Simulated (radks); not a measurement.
The numbers below are computed, except where a source is named.
V, configuration [Ar] 3d4 5s1 (not the ground configuration).

Code: a radial shooting solver on a logarithmic mesh with Libxc functionals. Model: non-relativistic Kohn-Sham, r2SCAN, spin-polarised, spherical densities, point nucleus; open shells are filled with parallel spins first; meta-GGA in the generalised Kohn-Sham scheme.

Energy parts (hartree):
| part | energy |
|---|---|
| total | -943.71584 |
| kinetic | 942.90728 |
| electron-nucleus | -2237.83074 |
| Hartree | 396.49108 |
| exchange-correlation | -45.28345 |

Orbitals (lengths in bohr, moments of r in powers of bohr):
[
 {"orbital": "1s up", "occ.": "1", "eigenvalue (hartree)": "-196.4271", "<1/r>": "22.52"},
 {"orbital": "1s down", "occ.": "1", "eigenvalue (hartree)": "-196.4287", "<1/r>": "22.52"},
 {"orbital": "2s up", "occ.": "1", "eigenvalue (hartree)": "-22.09789", "<1/r>": "4.750"},
 {"orbital": "2s down", "occ.": "1", "eigenvalue (hartree)": "-22.04303", "<1/r>": "4.759"},
 {"orbital": "2p up", "occ.": "3", "eigenvalue (hartree)": "-18.57773", "<1/r>": "4.676"},
 {"orbital": "2p down", "occ.": "3", "eigenvalue (hartree)": "-18.53636", "<1/r>": "4.684"},
 {"orbital": "3s up", "occ.": "1", "eigenvalue (hartree)": "-2.65241", "<1/r>": "1.454"},
 {"orbital": "3s down", "occ.": "1", "eigenvalue (hartree)": "-2.49339", "<1/r>": "1.450"},
 {"orbital": "3p up", "occ.": "3", "eigenvalue (hartree)": "-1.69120", "<1/r>": "1.324"},
 {"orbital": "3p down", "occ.": "3", "eigenvalue (hartree)": "-1.53028", "<1/r>": "1.321"},
 {"orbital": "3d up", "occ.": "4", "eigenvalue (hartree)": "-0.24196", "<1/r>": "0.9214"},
 {"orbital": "5s up", "occ.": "1", "eigenvalue (hartree)": "-0.05214", "<1/r>": "0.1384"}
]

The highest occupied level is 5s up at -1.419 eV. Spin moment in Bohr magnetons: 5. The spin density at the nucleus is -0.290 e/bohr^3 (1s 0.036, 2s -1.199, 3s 0.407, 5s 0.465), a Fermi contact field of -15.2 T. Summed over all electrons, <r^2> = 116.3 bohr^2, which gives a Langevin (diamagnetic) susceptibility term of -92.1 x 10^-6 cm^3/mol.
